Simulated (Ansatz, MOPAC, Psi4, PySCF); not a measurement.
System: fluoro(trimethyl)silane, C$_{3}$H$_{9}$FSi, net charge 0, singlet state. SMILES: C[Si](C)(C)F
Geometry from a B3LYP-D3(BJ)/def2-TZVP (Ansatz, a program for electronic structure) optimisation:
```xyz
14

C      1.5018    -0.8629    -0.6679
Si     0.0038     0.0021     0.0286
C     -1.5516    -0.9875    -0.2520
C     -0.1576     1.7365    -0.6370
F      0.2171     0.1192     1.6297
H      1.4167    -0.9726    -1.7519
H      2.4141    -0.3003    -0.4592
H      1.6157    -1.8605    -0.2387
H     -2.4170    -0.4974     0.1988
H     -1.4666    -1.9863     0.1811
H     -1.7506    -1.1018    -1.3205
H     -1.0099     2.2524    -0.1898
H     -0.3046     1.7238    -1.7199
H      0.7390     2.3237    -0.4280
```

Wanted: size of the dipole moment, in D. Conventions: 6-31G* and kin with 6d, 5d where marked; no dispersion term unless named; LANL2DZ with its own core potentials from Na on; non-relativistic; spin-orbit terms left out; 6-311+G** with 5d, 6d on Na to Ar in Ansatz. Ab initio and DFT rows: single points at B3LYP-D3(BJ) geometries (Ansatz). Semi-empirical rows: dipoles at the shared geometry.

| level | program | size of the dipole moment (D) |
|---|---|---|
| MNDO | MOPAC | 1.78 |
| PBE/3-21G | Ansatz | 1.86 |
| PBE/LANL2DZ | Ansatz | 2.47 |
| PBE/def2-SVP | Ansatz | 1.70 |
| B3LYP/STO-3G | Ansatz | 0.83 |
| B3LYP/3-21G | Ansatz | 1.95 |
| B3LYP/LANL2DZ | Ansatz | 2.56 |
| B3LYP/6-31G | Ansatz | 2.47 |
| B3LYP/6-31G* | Ansatz | 1.79 |
| B3LYP/6-31G** | Ansatz | 1.79 |
| B3LYP/6-311+G** | Ansatz | 2.03 |
| PBE0/6-311+G** | Ansatz | 2.07 |
| M06-2X/6-311+G** | PySCF | 2.06 |
| wB97X-D/6-31G* | Psi4 | 1.84 |

No value to compare with is used here. The 14 habitual levels span 0.83 (B3LYP/STO-3G) to 2.56 D (B3LYP/LANL2DZ).

The levels are drawn from those run, B3LYP/6-31G* more often than the rest, none by its result; left out are runs that failed, that the program found above a lower state of the same kind, or whose <S^2> lies over 0.5 above the pure value.
